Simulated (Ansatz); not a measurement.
System: GeH4Se, charge 0, singlet. GeH4Se (SMILES [GeH3][SeH]).
B3LYP-D3(BJ)/def2-TZVP minimum from Ansatz (a quantum-chemistry and plane-wave program):
```xyz
6

Ge    -1.0922     0.3964     0.1361
Se     1.1141    -0.4448    -0.1535
H     -1.3200     1.6243    -0.7596
H     -2.0104    -0.7578    -0.2879
H     -1.3360     0.7675     1.6074
H      1.7401     0.8063     0.3036
```
Charge 0, spin multiplicity 1.

Hartree-Fock and CCSD(T) correlation energies in hartree (Ansatz). Radicals and triplets start from unrestricted determinants; spin-orbit coupling is neglected. Correlated methods leave the cores frozen (noble-gas shells, and filled d and f shells in the p block). No relativity.

```tsv
basis	X	E(HF)	E(corr, CCSD(T))
cc-pVTZ	3	-4477.64158	-0.33398
cc-pVQZ	4	-4477.64887	-0.35580
cc-pV5Z	5	-4477.64973	withheld
```

Problem. Fit E(corr) = E∞ + A/X³ to X = 3 and 4, predict X = 5, and compare with the run.

Solution. A = (-0.33398 - (-0.35580))/(1/27 - 1/64) = 1.0191; E∞ = -0.35580 - A/64 = -0.37172; at X = 5, E∞ + A/125 = -0.36357. The run gave -0.36303, 0.54 mEh above the prediction. The same form on X = 4 and 5 gives E∞ = -0.37062, 1.11 mEh above the first estimate.
